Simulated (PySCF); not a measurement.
# How methods differ on the ionisation energy of Rh³⁷⁺

Rh³⁷⁺ [He] 2s2 2p4 (3P) → Rh³⁸⁺ [He] 2s2 2p3 (4S), as a difference of total energies. Computed with PySCF 2.14 in an uncontracted even-tempered set (19 s from 13 bohr⁻², ratio 2.2; 12 p from 17 bohr⁻², ratio 2.2; 6 d from 75 bohr⁻², ratio 2.4; 5 f from 110 bohr⁻², ratio 2.4; 4 g from 170 bohr⁻², ratio 2.4), with the spin-free X2C one-electron Hamiltonian (Gaussian nucleus). Correlated levels: nothing frozen; virtual orbitals above 40 to 60 times the deepest correlated orbital energy dropped. The calculations carry no spin-orbit coupling.

| method | ionisation energy (eV) |
| --- | --- |
| UHF | 5428.8 |
| LDA | 5425.7 |
| PBE | 5431.5 |
| PBE0 | 5431.3 |
| r2SCAN | 5432.8 |
| revPBE | 5431.2 |
| BP86 | 5433.1 |
| MP2 (all electrons) | 5430.5 |
| SCS-MP2 (all electrons) | 5430.6 |

Spin-orbit coupling is strong in these open shells (close to jj coupling). The scalar numbers leave it out and a first-order estimate fails, so it can dominate the gap to the real levels.

For this ion Breit and QED terms and the two-electron picture change, all absent here, outweigh the differences among the correlated methods.

For comparison: 5406 ± 11 eV (semi-empirical (NIST evaluation); NIST Atomic Spectra Database, ionization energies).
